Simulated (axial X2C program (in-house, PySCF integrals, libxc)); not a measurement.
# Testing model relations on TaH

A bond curve at the PBE0 level, two-component, was computed with an in-house all-electron X2C program for linear molecules (integrals from PySCF) (basis Ta dyall-v3z [13s14p9d7f2g], H dyall-v3z [6s2p1d] (cores contracted in-house)) for the state Ω = 1 (⟨Sz⟩ = 1.98, ⟨Lz⟩ = -0.98 at PBE0). Its fit gives Re = 1.7719 Å, ωe = 1802.7 cm⁻¹, ωexe = 24.7 cm⁻¹ and αe = 1.206e-01 cm⁻¹; the masses are 180.9480 and 1.0078 u. Two-component means X2C with spin–orbit coupling and atomic mean-field Coulomb and Gaunt terms.

Find the reduced mass, Be and the force constant.

From the PBE0 values: μ = 1.0022 u. Be = 16.8576/(μ Re²) = 5.357 cm⁻¹. k = 5.8918×10⁻⁷ μ ωe² = 1.92 mdyn/Å.

Scale the constants to the deuteride (D 2.0141 u) within the Born–Oppenheimer picture.

ρ = √(μH/μD) = 0.7093; ωe = 1278.7, ωexe = 12.4, Be = 2.696 cm⁻¹; the zero-point energy falls by 259 cm⁻¹.

A Morse curve ties αe to the other constants (Pekeris). How well does that hold?

αe(Morse) = 6Be²/ωe × (√(ωexe/Be) − 1) = 1.096e-01 cm⁻¹; the PBE0 curve gives 1.206e-01 cm⁻¹, a ratio of 0.91.

Estimate the centrifugal constant by the Kratzer relation.

D = 4Be³/ωe² = 1.89e-04 cm⁻¹.

Where do the fundamental and the first overtone lie?

ν(1←0) = ωe − 2ωexe = 1753.3 cm⁻¹; ν(2←0) = 2ωe − 6ωexe = 3457.2 cm⁻¹.

The state is a single determinant with fixed occupations, the lowest that a limited PBE0 search found. Density functionals use the spin component along the axis (collinear). Without a current term, density functionals place determinants with orbital angular momentum somewhat too high. With several unpaired electrons one determinant need not be a pure state. Open-shell Ω = 0 determinants with evenly filled partner blocks cannot be reached by this program, so the Ω shown need not be the lowest component. The lowest spin-free determinant has another configuration (M_S = 2, Λ = 2), so the order of states is uncertain and this need not be the ground state.
